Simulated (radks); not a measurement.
The technetium ion Tc2+, configuration [Kr] 4d5 (the NIST ground configuration). Calculated with a radial shooting solver on a logarithmic mesh with Libxc functionals: scalar-relativistic Kohn-Sham, BLYP, spin-polarised, spherical densities, finite nucleus; open shells are filled with parallel spins first (spin-orbit coupling, left out, can overturn this in heavy ions); Fermi nuclear charge, rms radius 4.4112 fm.

X-ray form factor f0, the Fourier transform of the density (f0(0) = 41):

sin(theta)/lambda (1/angstrom),f0 (electrons)
0.05,40.440
0.1,38.888
0.15,36.664
0.2,34.131
0.25,31.583
0.3,29.203
0.4,25.228
0.5,22.258
0.6,19.994
0.8,16.467
1,13.462
1.25,10.353
1.5,8.164
2,5.946
